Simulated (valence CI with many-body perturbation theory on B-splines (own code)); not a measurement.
# Ba XXV: E2, M1, M2 decay

Calculated by relativistic CI+MBPT: four valence electrons over a frozen Dirac-Fock core [Ar] 3d10, radial functions for each j: 11 s, 11 p, 10 d, 8 f, 5 g, 2 h, with the one-electron correlation potential Σ1 (screened to all orders), the two-electron term Σ2, the three-electron term Σ3, Breit, model QED; selected single and double excitations, second order for the rest, scaled by the run's own slope (own B-spline code, finite nucleus).

No measured levels were compared; by estimate levels hold to about 250 cm⁻¹ or 0.2 % of their energy and the worst to 1 %, as in measured heavy ions of charge 2 to 7; those with d or f electrons hold less well. Among the levels kept, up to 470 cm⁻¹ of a level comes from second order outside the variational space, and about a tenth of that is noise between levels of different J, which matters for small intervals.

Lines 1 to 12 of 12 in falling wavelength, among levels below 295.24 eV, chosen from the decays that carry over 1 % of a level's rate. Wavelengths and rates use the calculated energies, so an error of 2000 cm⁻¹ moves a line at 4674 Å by 9.3 % and its rate by three times that or more. Electric multipoles are in the length gauge, E1 and E2 with the static RPA response of the core. S is in atomic units (e²a₀⁴ for E2 and M2, e²a₀⁶ for E3), for M1 in squared Bohr magnetons. Weak lines are less certain than strong ones. Lines between different terms over intervals too small for the method are left out, as are lines whose strength nearly cancels.

Levels are named by their leading jj configuration (3d3/2^4 stands for four electrons in 3d with j = 3/2), which in mixed levels can hold well under half, so a name can repeat and another be missing. Letters in brackets count levels of one name in rising energy.

| λ vac (Å) | Upper | Lower | Type | A (s⁻¹) | S (a.u.) |
| --- | --- | --- | --- | --- | --- |
| 4674 | (4s^2 4p1/2 4p3/2) J=2 | (4s^2 4p1/2 4p3/2) J=1 | M1 | 5.75e+01 | 1.09e+00 |
| 790.5 | (4s^2 4p3/2 4d5/2) J=4 | (4s^2 4p1/2 4d5/2) J=3 | M1 | 3.24e+04 | 5.34e+00 |
| 697.2 | (4s^2 4p1/2 4p3/2) J=1 | (4s^2 4p1/2^2) J=0 | M1 | 4.06e+04 | 1.53e+00 |
| 626.0 | (4s^2 4p3/2^2) J=2 | (4s^2 4p1/2 4p3/2) J=2 | M1 | 4.04e+04 | 1.84e+00 |
| 606.7 | (4s^2 4p1/2 4p3/2) J=2 | (4s^2 4p1/2^2) J=0 | E2 | 3.25e+02 | 1.19e-01 |
| 552.0 | (4s^2 4p3/2^2) J=2 | (4s^2 4p1/2 4p3/2) J=1 | M1 | 4.53e+04 | 1.41e+00 |
| 476.7 | (4s^2 4p3/2^2) J=0 | (4s^2 4p1/2 4p3/2) J=2 | E2 | 3.06e+03 | 6.73e-02 |
| 432.6 | (4s^2 4p3/2^2) J=0 | (4s^2 4p1/2 4p3/2) J=1 | M1 | 1.55e+05 | 4.65e-01 |
| 294.0 | (4s^2 4p3/2 4d5/2) J=4 | (4s 4p1/2 4p3/2^2) J=3 | M1 | 1.83e+03 | 1.55e-02 |
| 264.2 | (4s^2 4p3/2 4d5/2) J=4 | (4s 4p1/2 4p3/2^2) J=2 [a] | E2 | 4.60e+02 | 4.76e-03 |
| 193.0 | (4s^2 4p3/2 4d5/2) J=4 | (4s 4p1/2^2 4p3/2) J=2 | E2 | 2.21e+03 | 4.76e-03 |
| 130.7 | (4s^2 4p3/2 4d5/2) J=4 | (4s^2 4p3/2^2) J=2 | M2 | 7.89e+02 | 2.42e-04 |
